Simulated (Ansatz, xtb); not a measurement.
# C2H3Sb: which of two isomers lies lower

We compare a, `C=[C]=[SbH]`, a singlet, with b, `[CH]1=[CH][SbH]1`, a singlet. Both are isolated molecules in the gas phase, relaxed with r2SCAN-D4/def2-SVP.

a (Å):

```xyz
6

C     0.4084   -0.2042    0.5706
C    -0.0801    0.3530   -0.5104
Sb   -0.7310    1.0575   -2.2371
H    -0.1476   -0.9729    1.1284
H    -1.5564    2.3644   -1.4689
H     1.3884    0.0853    0.9792
```

b (Å):

```xyz
6

C    -0.0249    0.8440    0.2510
C     1.1212    0.2368    0.1570
Sb   -0.4364   -1.2512   -0.2264
H    -0.4775    1.8182    0.4506
H     2.1990    0.4001    0.2311
H    -0.5704   -1.7608    1.4277
```

Quicker runs give these differences E(b) − E(a): GFN2-xTB +3.74 kcal/mol; HF/STO-3G −2.83 kcal/mol (at GFN2-xTB geometries); r2SCAN-D4/def2-SVP//GFN2-xTB +0.54 kcal/mol.

Question: Which of the two would you expect CCSD(T)/def2-TZVPP electronic energies to favour?

Answer: Too close to call at this level: CCSD(T)/def2-TZVPP gives E(b) − E(a) = +0.67 kcal/mol.

How the difference moves with the method:

```json
{"level": "GFN2-xTB", "geometry": "GFN2-xTB", "E(b) − E(a) (kcal/mol)": "+3.74", "departure from the last row (kcal/mol)": "+3.07", "job, with rough time for the two": "optimisation, 0.2 s"}
{"level": "HF/STO-3G", "geometry": "GFN2-xTB", "E(b) − E(a) (kcal/mol)": "−2.83", "departure from the last row (kcal/mol)": "−3.51", "job, with rough time for the two": "single point, 0.5 s"}
{"level": "r2SCAN-D4/def2-SVP//GFN2-xTB", "geometry": "GFN2-xTB", "E(b) − E(a) (kcal/mol)": "+0.54", "departure from the last row (kcal/mol)": "−0.13", "job, with rough time for the two": "single point, 1.7 s"}
{"level": "r2SCAN-D4/def2-SVP", "geometry": "r2SCAN-D4/def2-SVP", "E(b) − E(a) (kcal/mol)": "+0.30", "departure from the last row (kcal/mol)": "−0.38", "job, with rough time for the two": "optimisation, 16 s"}
{"level": "HF/def2-TZVPP", "geometry": "r2SCAN-D4/def2-SVP", "E(b) − E(a) (kcal/mol)": "+0.80", "departure from the last row (kcal/mol)": "+0.13", "job, with rough time for the two": "part of the CCSD(T) run"}
{"level": "MP2/def2-TZVPP", "geometry": "r2SCAN-D4/def2-SVP", "E(b) − E(a) (kcal/mol)": "−3.11", "departure from the last row (kcal/mol)": "−3.78", "job, with rough time for the two": "part of the CCSD(T) run"}
{"level": "CCSD(T)/def2-TZVPP", "geometry": "r2SCAN-D4/def2-SVP", "E(b) − E(a) (kcal/mol)": "+0.67", "departure from the last row (kcal/mol)": "", "job, with rough time for the two": "single point, 44 s"}
```

As drawn, b has 2 C–Sb in place of 1 C=Sb. Structure a has no ring, b a 3-membered ring.

The largest departure from CCSD(T)/def2-TZVPP is that of MP2/def2-TZVPP, 3.78 kcal/mol.

With harmonic frequencies from r2SCAN-D4/def2-SVP (ideal gas, rigid rotor, one conformer each, 1000 K, 1 atm): on the last row, ΔE + ΔZPE = +0.78, ΔH = +0.60, ΔG = +2.07 kcal/mol.

The correlated steps freeze 6 core orbitals; the filled d shell of Sb is correlated, in a basis made for valence electrons. Atoms past krypton carry core potentials in the def2 sets, other sets are all-electron and non-relativistic, and no spin–orbit term is included. Codes used: Ansatz 0.2.0, xtb 6.7.1; the last row on 1 thread of Intel(R) Xeon(R) 6975P-C (Granite Rapids) on a shared host.
